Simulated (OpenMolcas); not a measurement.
An atom or ion with 14 electrons was computed by MS-RASPT2, IPEA 0.25 Eh, imaginary shift 0.1 Eh with spin-orbit coupling (OpenMolcas, ANO-RCC-VTZP, DKH2). The lowest levels that the run gave, each within 12 % of the measured value where one is at hand:

```json
{"J": "0", "Parity": "even", "E (cm⁻¹)": "0.0", "g": ""}
{"J": "1", "Parity": "even", "E (cm⁻¹)": "444", "g": "1.501"}
{"J": "2", "Parity": "even", "E (cm⁻¹)": "1229", "g": "1.500"}
{"J": "2", "Parity": "even", "E (cm⁻¹)": "14190", "g": "1.001"}
{"J": "0", "Parity": "even", "E (cm⁻¹)": "33300", "g": ""}
{"J": "2", "Parity": "odd", "E (cm⁻¹)": "70130", "g": "2.002"}
{"J": "1", "Parity": "odd", "E (cm⁻¹)": "103090", "g": "0.500"}
{"J": "2", "Parity": "odd", "E (cm⁻¹)": "103110", "g": "1.168"}
{"J": "3", "Parity": "odd", "E (cm⁻¹)": "103170", "g": "1.334"}
{"J": "2", "Parity": "odd", "E (cm⁻¹)": "121090", "g": "1.500"}
{"J": "1", "Parity": "odd", "E (cm⁻¹)": "121120", "g": "1.500"}
{"J": "0", "Parity": "odd", "E (cm⁻¹)": "121120", "g": ""}
```

Problem. Which ion is it, and what are the configurations and terms?

Solution. Cl3+ (Z = 17, charge +3; active space 4 electrons in 9 orbitals (RAS2 3s 3p; RAS3 3d, at most 2 electrons)). J, parity and g give the terms where levels are pure, and mixed ones are named by the computed weights; the size of the splittings, set against known spectra of the 14-electron sequence, gives the charge. In order, with the measured energies in cm⁻¹ (Moore, Atomic Energy Levels, vol. I, NSRDS-NBS 35 (1971 reprint of NBS Circular 467, 1949)): 3s² 3p² ³P₀, 3s² 3p² ³P₁ (491), 3s² 3p² ³P₂ (1341), 3s² 3p² ¹D₂ (13766), 3s² 3p² ¹S₀ (32550), 3s 3p³ ⁵S°₂, 3s 3p³ ³D°₁, 3s 3p³ ³D°₂, 3s 3p³ ³D°₃, 3s 3p³ ³P°₂ (120256), 3s 3p³ ³P°₁ (120274), 3s 3p³ ³P°₀.

CASPT2 breaks the degeneracy within a term, and the mean is taken; among the terms shown or strongly mixed into the levels shown the widest spread is 14 cm-1 (3s 3p³ ³D°). Configurations are named by rounded mean occupations; where the s occupation lies near a half they are strongly mixed, a name can repeat and a true partner stay unpaired. Active for correlation alone: 3d; no level in the range computed is led by a configuration that fills it, so any true level of that kind is missing. Some terms mix strongly with configurations of 3d, whose occupation reaches 0.52 (3s 3p³ ³D°, 3s 3p³ ³P°, 3s 3p³ ¹D°). Computed and measured levels are paired by configuration, term and J; levels that our copy of the source lacks, or whose pairing is in doubt (as where it misses far off the trend of its configuration), stay unpaired and out of the deviations. Levels of configurations outside the active space are missing.

° marks odd parity.
